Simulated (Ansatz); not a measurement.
`N[SiH2]/C=C/[SiH3]` + `[F][GaH][SiH3]` → `N[SiH2][Ga]([F])[SiH3]` + `C=C[SiH3]`  (formal exchange of groups at the Si–C bond)

Gas-phase electronic energies from Ansatz, PBE0-D4/def2-TZVP geometries. CCSD(T)/CBS is the MP2 limit (def2-TZVPP, def2-QZVPP) plus CCSD(T) − MP2 in def2-TZVPP, frozen cores. Functionals use def2-TZVPP. For Ga outer-core shells are correlated without core-valence functions, which leaves a few kJ/mol of doubt a bond. Scalar relativity is left out up to krypton. One conformer a species, not always the lowest.

```tsv
level	ΔE (kJ/mol)
PBE0-D4	-10.7
B2PLYP	-5.2
```

(1) What does CCSD(T)/CBS give? (Estimate.)

Largest T1 diagnostic among the species: 0.014.

## Answers

(1) The calculation gave: -5.3 kJ/mol. The listed levels differ from it by -5.4, 0.1 kJ/mol.

From PBE to PBE0 (25 % exact exchange), in def2-TZVPP and without D4, ΔE moves by +5.7 kJ/mol.

CCSD(T)/CBS has its own doubt, a few kJ/mol and more with outer-core shells, so smaller differences from it don't rank the levels.
